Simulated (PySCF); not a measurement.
**Atomic charges by several schemes**

Species: C₇H₁₇P.
Structure used (GFN2-xTB), in Å, numbered top down from 1:
```
atom  x, y, z in Å
C1     2.111    1.017    0.612
C2     1.437    0.123   -0.424
C3     2.465   -0.816   -1.050
P4     0.096   -0.925    0.382
C5    -0.735   -1.528   -1.162
C6    -1.130    0.396    0.934
C7    -2.311   -0.307    1.601
C8    -1.616    1.373   -0.130
H9     2.956    1.540    0.165
H10    2.480    0.419    1.443
H11    1.422    1.762    1.003
H12    0.997    0.742   -1.214
H13    2.875   -1.483   -0.294
H14    3.285   -0.245   -1.484
H15    2.020   -1.420   -1.837
H16   -0.788   -0.756   -1.927
H17   -1.736   -1.874   -0.912
H18   -0.175   -2.379   -1.545
H19   -0.595    0.956    1.711
H20   -2.907   -0.846    0.867
H21   -2.957    0.417    2.095
H22   -1.959   -1.020    2.345
H23   -2.260    2.121    0.332
H24   -0.789    1.894   -0.606
H25   -2.196    0.861   -0.894
```

Density: PBE0/pcSseg-1 (PySCF); schemes: Mulliken, IAO, Hirshfeld and ESP-fitted. One conformer (not necessarily the lowest) at the GFN2-xTB geometry, without solvent, vibrations or thermal averaging.

Task: What partial charge does each atom carry?

Result: In e; atoms taken as equivalent share a row and are averaged (×n: the atom named and its like, n in all):

```json
{"atom": "C1/C3/C7/C8", "environment": "methyl carbon", "Mulliken": "-0.214", "IAO": "-0.415", "Hirshfeld": "-0.122", "ESP-fitted": "-0.552"}
{"atom": "C2/C6", "environment": "sp3 carbon bound to phosphorus", "Mulliken": "-0.564", "IAO": "-0.261", "Hirshfeld": "-0.061", "ESP-fitted": "+0.413"}
{"atom": "P4", "environment": "phosphine phosphorus", "Mulliken": "+0.349", "IAO": "+0.450", "Hirshfeld": "+0.150", "ESP-fitted": "-0.417"}
{"atom": "C5", "environment": "sp3 carbon bound to phosphorus", "Mulliken": "-0.487", "IAO": "-0.609", "Hirshfeld": "-0.168", "ESP-fitted": "-0.278"}
{"atom": "H9 (×12)", "environment": "methyl hydrogen", "Mulliken": "+0.117", "IAO": "+0.137", "Hirshfeld": "+0.037", "ESP-fitted": "+0.141"}
{"atom": "H12/H19", "environment": "methine hydrogen", "Mulliken": "+0.145", "IAO": "+0.127", "Hirshfeld": "+0.032", "ESP-fitted": "+0.033"}
{"atom": "H16/H17/H18", "environment": "methyl hydrogen", "Mulliken": "+0.144", "IAO": "+0.148", "Hirshfeld": "+0.040", "ESP-fitted": "+0.104"}
```

Mean size of the charges over all atoms: ESP-fitted 0.232 e, IAO 0.223 e, Mulliken 0.198 e, Hirshfeld 0.062 e. Each set sums to the total charge, 0, to within 0.001 e. The Mulliken scheme gives each basis function's population to the atom it is centred on and halves the overlap population of two atoms between them. The Hirshfeld scheme divides the density at each point in proportion to the densities of the neutral, spherically averaged free atoms.

Some averages cover members that differ in this geometry: C1/C3/C7/C8, ESP-fitted -0.732 to -0.444; C2/C6, ESP-fitted +0.331 to +0.494; H9 (×12), ESP-fitted +0.094 to +0.202; H16/H17/H18, ESP-fitted +0.052 to +0.147 e.

Lowest charge. The schemes don't all agree: Mulliken C2/C6 (-0.564); IAO C5 (-0.609); Hirshfeld C5 (-0.168); ESP-fitted C1/C3/C7/C8 (-0.552).

Highest charge. The schemes don't all agree: Mulliken P4 (+0.349); IAO P4 (+0.450); Hirshfeld P4 (+0.150); ESP-fitted C2/C6 (+0.413).

Task: How closely do the schemes follow one another over all atoms?

Result: Correlation coefficient and root-mean-square difference: IAO with Hirshfeld 1.00, 0.188 e; Mulliken with IAO 0.88, 0.123 e; Mulliken with Hirshfeld 0.85, 0.181 e; Hirshfeld with ESP-fitted 0.51, 0.264 e; IAO with ESP-fitted 0.50, 0.279 e; Mulliken with ESP-fitted 0.14, 0.353 e.

Task: How many electrons does the IAO scheme count on C1?

Result: Its own charge is -0.415 e, so Z − q = 6.415.

Task: Sum the charges by element, for elements with more than one atom.

Result: 
```tsv
element	atoms	Mulliken	IAO	Hirshfeld	ESP-fitted
C	7	-2.471	-2.791	-0.780	-1.659
H	17	+2.122	+2.341	+0.629	+2.075
```
